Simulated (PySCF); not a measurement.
A structure optimised at PBE0-D3(BJ)/def2-SVP, used in a PySCF frequency run:

```
C
C 1 1.3322
F 2 1.3265 1 122.76
H 1 1.0941 2 116.18 3 -179.88
H 2 1.0957 3 111.74 1 179.99
Si 1 1.8453 4 119.53 2 179.26
F 6 1.6197 1 109.91 4 77.55
H 6 1.4773 7 107.90 1 -125.49
Cl 6 2.0559 8 109.57 7 115.78
```
Charge 0, spin multiplicity 1.

Q: Write its SMILES and formula.

A: F/C=C\[Si@H](F)Cl, C2H3ClF2Si

Q: What are its rotational constants (standard atomic weights)?

A: 4.0217, 1.2217, 1.0547 GHz
